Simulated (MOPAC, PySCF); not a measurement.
H₃F₃GeSi, SMILES `[GeH3][Si](F)(F)F`, neutral singlet in the gas phase. 

Cartesian coordinates (Å):
SMILES: [GeH3][Si](F)(F)F
```xyz
8

F      1.8399    -0.6363    -1.1772
Si     1.1446     0.0162     0.0862
F      1.7043     1.4915     0.2129
F      1.6497    -0.7816     1.3566
Ge    -1.2054    -0.0172    -0.0908
H     -1.8188     0.6146     1.1604
H     -1.6837    -1.4646    -0.2208
H     -1.6307     0.7771    -1.3273
```
Charge 0, multiplicity 1.

All levels are single points at this geometry (r2SCAN-D4/def2-TZVP); Pople sets use spherical d functions. Orbital energies aren't observables, and empty levels follow the basis.

| level | HOMO (eV) | LUMO (eV) | gap (eV) | dipole (D) | vertical IE, Delta-SCF (eV) |
|---|---|---|---|---|---|
| r2SCAN-D4/def2-TZVP in PySCF | -8.32 | -0.61 | 7.71 | 1.87 | – |
| B3LYP/6-31G* in PySCF | -8.88 | 0.22 | 9.11 | 1.90 | 11.38 |
| B3LYP/LANL2DZ in PySCF | -9.68 | -0.24 | 9.43 | 3.29 | – |
| BP86/6-31G* in PySCF | -7.88 | -0.41 | 7.46 | 1.73 | – |
| M06-2X/6-31G* in PySCF | -10.30 | 1.13 | 11.44 | 1.99 | – |
| PBE/6-31G* in PySCF | -7.78 | -0.40 | 7.38 | 1.74 | 10.98 |
| SVWN5/6-31G* in PySCF | -7.90 | -0.57 | 7.33 | 1.86 | 11.17 |
| HF/3-21G in PySCF | -12.39 | 3.38 | 15.77 | 2.80 | – |
| HF/STO-3G in PySCF | -8.79 | 10.28 | 19.07 | 1.36 | – |
| AM1 in MOPAC | -10.77 | -1.24 | 9.53 | 0.62 | – |
| PM3 in MOPAC | -10.23 | -2.04 | 8.20 | 0.09 | – |
| PM6 in MOPAC | -10.41 | -0.31 | 10.09 | 1.79 | – |
| PM7 in MOPAC | -11.70 | -1.54 | 10.16 | 3.24 | – |
